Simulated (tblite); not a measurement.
A structure optimised at GFN2-xTB (Å):
```
atom  x, y, z in Å
C1    -2.548    0.281   -1.514
C2    -1.466   -0.157   -0.533
C3    -0.502    0.971   -0.188
F4    -1.206    1.961    0.508
Si5    0.982    0.439    0.926
N6     0.566   -0.267    2.441
N7     1.766   -0.844    0.089
C8     2.285   -0.739   -1.256
H9    -3.102    1.124   -1.107
H10   -3.246   -0.532   -1.704
H11   -2.106    0.586   -2.461
H12   -0.887   -0.980   -0.952
H13   -1.931   -0.505    0.392
H14   -0.176    1.472   -1.108
H15    1.734    1.656    1.253
H16    0.163   -1.191    2.442
H17    0.072    0.316    3.096
H18    2.355   -1.432    0.660
H19    3.282   -0.286   -1.289
H20    2.344   -1.731   -1.709
H21    1.613   -0.126   -1.852
```

Neutral, closed shell.

Read off the bonds between heavy atoms and their formal orders.

C1–C2 1.53 Å (single); C2–C3 1.52 Å (single); C3–F4 1.40 Å (single); C3–Si5 1.93 Å (single); Si5–N6 1.72 Å (single); Si5–N7 1.72 Å (single); N7–C8 1.44 Å (single). Bonds to hydrogen (Å): C1–H9 1.09; C1–H10 1.09; C1–H11 1.09; C2–H12 1.09; C2–H13 1.09; C3–H14 1.10; Si5–H15 1.47; N6–H16 1.01; N6–H17 1.01; N7–H18 1.01; C8–H19 1.10; C8–H20 1.09; C8–H21 1.09.

Write the SMILES.

`CC[C@@H](F)[Si@@H](N)NC`, C4H13FN2Si. Among its features: C–F bond, Si–H bond and C–Si bond.

What is the point group of this geometry?

C1 (no symmetry element, even within 0.4 Å).

Classify the heavy atoms.

C1: methyl carbon; C2: chain CH2 carbon; C3: sp3 C–F carbon; F4: alkyl fluorine; Si5: SiH silicon; N6: silicon-bound nitrogen; N7: silicon-bound nitrogen; C8: N-methyl carbon.

What is the arrangement about C2?

It has 4 neighbours (C1, C3, H12, H13) and is tetrahedral (angles from 108.1° to 112.5°).

What is the arrangement about C1?

It has 4 neighbours (C2, H9, H10, H11) and is tetrahedral (angles from 108.4° to 110.7°).

All values are computed, not measured.
